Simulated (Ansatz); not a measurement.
Reaction (substitution at a C–N bond): `CCNC` + `OBCl` → `CCOBCl` + CH₃NH₂

Isolated molecules relaxed with PBE0-D4/def2-TZVP in Ansatz; ΔE leaves out vibrations. CCSD(T)/CBS adds triple-zeta CCSD(T) − MP2 to the extrapolated MP2 energy (def2 sets, frozen cores). This one scheme is used for every species. DFT in def2-TZVPP. HSE06 is defined as in plane-wave codes. One conformer a species, not always the lowest.

```json
{"level": "LDA (SPW92)", "ΔE (kJ/mol)": "26.5"}
{"level": "PBE-D4", "ΔE (kJ/mol)": "22.0"}
{"level": "r2SCAN-D4", "ΔE (kJ/mol)": "21.2"}
{"level": "B2PLYP", "ΔE (kJ/mol)": "19.0"}
{"level": "HSE06", "ΔE (kJ/mol)": "22.1"}
{"level": "HF/def2-SVP", "ΔE (kJ/mol)": "18.5"}
{"level": "MP2/def2-SVP", "ΔE (kJ/mol)": "28.6"}
{"level": "HF/def2-QZVPP", "ΔE (kJ/mol)": "14.1"}
```

**Question.** What does CCSD(T)/CBS give? (An estimate is asked.)

**Answer.** Computed: +21.9 kJ/mol. The listed levels differ from it by 4.6, 0.1, -0.7, -2.9, 0.2, -3.4, 6.7, -7.8 kJ/mol.

Largest T1 diagnostic among the species: 0.012.

At CCSD(T), def2-SVP lies +3.1 kJ/mol from the extrapolated value and def2-TZVPP −0.3 kJ/mol. In def2-TZVPP, CCSD(T) changes the Hartree–Fock value by +6.9 kJ/mol (the triples alone add +0.5 kJ/mol) and MP2 by +10.8 kJ/mol. Leaving LDA and LC-ωPBE aside and taking each functional with its dispersion term where it has one, the values, not all of them listed here, spread over 6.9 kJ/mol, from BLYP-D4 to revPBE-D4. LDA lies +5.5 kJ/mol from PBE without D4.
